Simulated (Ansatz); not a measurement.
Basis sets compared for Be₂Se₃ (the lowest singlet isomer of a short search). The state is a singlet with charge 0. Geometry r2SCAN-D4/def2-SVP. Ansatz on 4 threads of Arm Neoverse V1 on a shared host; times are rough, and most runs start from earlier orbitals.

```xyz
5

Be    0.133    0.966    0.778
Be   -0.977   -0.615   -0.476
Se   -1.896    0.792    0.680
Se    0.780   -1.412   -1.157
Se    1.960    0.269    0.175
```

The structure comes from a short search, and lower isomers may exist.

Binding counts from free atoms (Be singlet, Se triplet) in the same basis, without a counterpoise term.

```tsv
level	functions	energy (Eh)	HOMO (eV)	LUMO (eV)	binding per atom (eV)	wall time
PBE-D4/def2-SVP	114	-7232.2753	-5.34	-3.42	3.05	1.1 s
PBE0-D4/def2-SVP	114	-7232.5135	-6.44	-2.65	2.96	2 s
```

(1) Estimate the rows for PBE-D4/def2-TZVP (with forces), PBE0-D4/def2-TZVP.

Answers

(1) 
```
                         level  functions  energy (Eh)  HOMO (eV)  LUMO (eV)  binding per atom (eV)  wall time
PBE-D4/def2-TZVP (with forces)        182   -7233.1913      -5.39      -3.40                   3.05      2.7 s
             PBE0-D4/def2-TZVP        182   -7233.4308      -6.44      -2.60                   2.96      4.4 s
```
